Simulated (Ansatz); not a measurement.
Input and output for Sb₂H₄.

```yaml
crystal:
  periodic: [false, false, false]
  atoms:
    - {symbol: Sb, position_ang: [0.370212, -0.775977, 1.148962]}
    - {symbol: Sb, position_ang: [-0.360044, 0.780580, -1.149061]}
    - {symbol: H, position_ang: [1.873966, -1.173690, 0.422340]}
    - {symbol: H, position_ang: [-0.355728, -2.167828, 0.453864]}
    - {symbol: H, position_ang: [0.344426, 2.179461, -0.445968]}
    - {symbol: H, position_ang: [-1.872832, 1.157464, -0.430147]}
basis:
  gaussian: {orbitals: def2-TZVP}
hamiltonian: {xc: {name: r2SCAN0}}
scf: {omitted_lower_state_checks: [starts]}
output: {forces: true}
```

```sh
$ ansatz run in.yaml --threads 4 --pin off --events-out ev --progress --plain --max-ram 3916MiB
```

Output, abridged:

```
Functional definition: r2SCAN0
1058 factors; their error is unknown
mean field evaluation 1: about -13143.2332 eV, gradient 8.4e0 eV
mean field evaluation 2: about -13143.3882 eV, gradient 5.4e0 eV
mean field evaluation 4: about -13143.4458 eV, gradient 1.4e-1 eV
mean field evaluation 8: about -13143.7952 eV, gradient 1.3e-1 eV
mean field evaluation 16: about -13143.7952 eV, gradient 4.2e-5 eV
mean field -13143.79518925 eV, -483.0255640207 hartree, gradient 4.2e-5 eV, S^2 0.000000; 0 other end points of the search recorded, 0 dependent functions left out
reference -13143.79520035 eV, -483.0255644285 hartree; 25, 25 occupied and 99, 99 virtual orbitals, 1058 factors
Total energy: -13143.79520035 eV, -483.0255644285 hartree
Atom 0 at     0.370212    -0.775977     1.148962 Å, force     0.006710    -0.030217    -0.429124 eV/Å
Atom 1 at    -0.360044     0.780580    -1.149061 Å, force    -0.010498     0.028653     0.429218 eV/Å
Atom 2 at     1.873966    -1.173690     0.422340 Å, force    -0.182801     0.044216     0.084487 eV/Å
Atom 3 at    -0.355728    -2.167828     0.453864 Å, force     0.091479     0.166209     0.080737 eV/Å
Atom 4 at     0.344426     2.179461    -0.445968 Å, force    -0.088806    -0.167425    -0.081738 eV/Å
Atom 5 at    -1.872832     1.157464    -0.430147 Å, force     0.183916    -0.041434    -0.083580 eV/Å
Dipole moment:     0.000730     0.000325    -0.000005 e Å
Checks for a lower state left out: starts
```

It took 2.4 s on 4 threads of Arm Neoverse V2 on a shared host.

In the def2 sets Sb takes a core potential; there is no spin–orbit coupling.
